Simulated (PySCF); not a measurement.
Start geometry of `O[SiH2]N([SiH3])[SiH3]` from GFN2-xTB (Å):
```
atom  x, y, z in Å
O1     2.3053   -0.1377   -0.4978
Si2    1.0152   -1.0635   -0.1247
N3    -0.3113    0.0569    0.0113
Si4    0.1012    1.7697   -0.0784
Si5   -1.8574   -0.6290    0.3378
H6     3.1357   -0.4960   -0.6633
H7     1.2843   -1.7465    1.1476
H8     0.7758   -2.0164   -1.1984
H9     1.0053    2.1439    1.0053
H10    0.6141    2.0735   -1.3854
H11   -1.2165    2.4552    0.1309
H12   -1.8486   -1.2270    1.6913
H13   -2.1559   -1.6537   -0.6553
H14   -2.8544    0.4555    0.2713
```

What comes out of this run: PBE0-D3(BJ)/def2-SVP geometry optimisation, gas phase (PySCF)?

```
atom  x, y, z in Å
O1     1.983   -0.747   -1.216
Si2    0.817   -1.404   -0.219
N3    -0.303   -0.106    0.072
Si4    0.336    1.535    0.003
Si5   -2.012   -0.345    0.377
H6     2.900   -0.873   -0.960
H7     1.492   -1.892    1.025
H8     0.100   -2.536   -0.868
H9     1.646    1.621    0.715
H10    0.502    2.038   -1.391
H11   -0.656    2.407    0.705
H12   -2.381    0.019    1.779
H13   -2.326   -1.789    0.155
H14   -2.836    0.494   -0.547
```

The energy falls by 0.297 eV over 31 energy and gradient evaluations, the largest force component goes from 0.0435 to 3.1e-04 Eh/bohr, and the atoms move by 0.560 Å rms after alignment. The bond that changes most is Si4–H10 (SiH3 silicon to Si–H hydrogen), which lengthens by 0.055 Å. Bonds longer at the end by more than 0.005 Å: 10 of 13; shorter: 0. Among the angles that change most is Si4–N3–Si5, from 127.3° to 119.2°. Among the dihedrals that turn most is H6–O1–Si2–H7, from 63° to 9°. Rotational constants go from 3032, 1946, 1237 to 3057, 1835, 1225 MHz. The orientation of the end geometry is arbitrary; only internal coordinates are fixed.

The run used 127 basis functions and 201 SCF cycles in all. The run took 5.9 min wall on an Arm Neoverse N1 with one thread, shared host, and the process peaked at 0.50 GiB of memory.

No PBE0-D3(BJ)/def2-SVP frequencies stand behind this structure, so it isn't proved a minimum. One conformer, not necessarily the lowest.
